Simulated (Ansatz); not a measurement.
Consider the atomization: `OCC[SiH2]O` → 2 C• + 8 H• + 2 O• + Si•.

Calculated with Ansatz (gas phase, PBE0-D4/def2-TZVP geometries, no zero-point term in ΔE). CCSD(T)/CBS is the MP2 limit (def2-TZVPP, def2-QZVPP) plus CCSD(T) − MP2 in def2-TZVPP, frozen cores. This one scheme is used for every species, atoms too. Functionals use def2-TZVPP. No spin–orbit coupling; open shells (•) take unrestricted orbitals. Spin–orbit coupling would lower the free atoms: a little for C, O, Si. Each species was taken in one conformer, which may not be the lowest.

```csv
level,ΔE (kcal/mol)
r2SCAN-D4,1160.2
B2PLYP,1146.6
PBE,1168.1
HF/def2-QZVPP,845.8
```

Task: What does CCSD(T)/CBS give? (Best estimate.)

Result: Computed: +1163.3 kcal/mol. The listed levels differ from it by -3.1, -16.7, 4.8, -317.5 kcal/mol.

Largest T1 diagnostic among the species: 0.012.

In def2-TZVPP, CCSD(T) changes the Hartree–Fock value by +288.8 kcal/mol (the triples alone add +15.1 kcal/mol) and MP2 by +305.3 kcal/mol; breaking electron pairs costs correlation energy, which Hartree–Fock lacks. The D4 term adds +9.5 kcal/mol with B3LYP and +5.0 kcal/mol with PBE0; it sums over pairs of atoms, weighted by their polarisabilities, and B3LYP, whose exchange is more repulsive, gets the larger term. From PBE to PBE0 (25 % exact exchange), in def2-TZVPP and without D4, ΔE moves by −18.0 kcal/mol: exact exchange takes away binding that semilocal exchange gives to molecules.

B3LYP here is the variant with VWN-RPA as its local correlation; programs differ in this.

For atomizations the MP2-based limit and the directly extrapolated one differ by several kJ/mol either way, and by 10 to 25 for some Ge, Se and Sn compounds, so smaller differences from it don't rank the levels.
